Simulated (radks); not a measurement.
All-electron atom: F4+ in [He] 2s2 2p1. Calculated with a radial shooting solver on a logarithmic mesh with Libxc functionals: scalar-relativistic Kohn-Sham, PBE, spin-polarised, spherical densities, finite nucleus; open shells are filled with parallel spins first; Fermi nuclear charge, rms radius 2.8976 fm.

X-ray form factor f0, the Fourier transform of the density (f0(0) = 5):

| sin(theta)/lambda (1/angstrom) | f0 (electrons) |
|---|---|
| 0.05 | 4.955 |
| 0.1 | 4.824 |
| 0.15 | 4.618 |
| 0.2 | 4.355 |
| 0.25 | 4.054 |
| 0.3 | 3.736 |
| 0.4 | 3.114 |
| 0.5 | 2.585 |
| 0.6 | 2.184 |
| 0.8 | 1.709 |
| 1 | 1.481 |
| 1.25 | 1.303 |
| 1.5 | 1.143 |
| 2 | 0.833 |
